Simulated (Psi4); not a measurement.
HIn, singlet, at a GFN2-xTB geometry (such geometries of metal compounds can be far from the true shape) (core potentials on In), with bond 1-2 at 1.6 times its length. Base run: TPSS/def2-SV(P) run with Psi4.

Geometry (Å):
```xyz
2

In     0.0000     0.0000    -1.2215
H      0.0000     0.0000     1.9308
```
Charge 0, spin multiplicity 1.
All else is at Psi4's defaults (density fitting).
Base energy -190.56639 Eh.

Variants of this job, named by their change:

| change | ΔE vs base (µEh) | SCF cycles | grid points | basis functions |
|---|---|---|---|---|
| base | 0.0 | 10 | 43003 | 28 |
| guess = sap | 0.0 | 13 | 43003 | 28 |
| e_convergence = 1e-8 | 0.0 | 10 | 43003 | 28 |
| damping_percentage = 20 | 3.6 | 20 | 43003 | 28 |
| scf_initial_accelerator = none | 0.0 | 10 | 43003 | 28 |
| puream = true | 0.0 | 10 | 43003 | 28 |
| scf_type = dfdirj+link | 0.0 | 10 | 43003 | 28 |
| dft_radial_scheme = mura | 8.3 | 10 | 43594 | 28 |
| dft_spherical_points = 434 | 1.6 | 10 | 61815 | 28 |
| cholesky_tolerance = 1e-6 (with scf_type cd) | 88.0 | 10 | 43003 | 28 |
| guess = huckel | 0.0 | 10 | 43003 | 28 |
| guess = sapgau | 0.0 | 14 | 43003 | 28 |
| dft_spherical_points = 974 | 1.4 | 10 | 137717 | 28 |
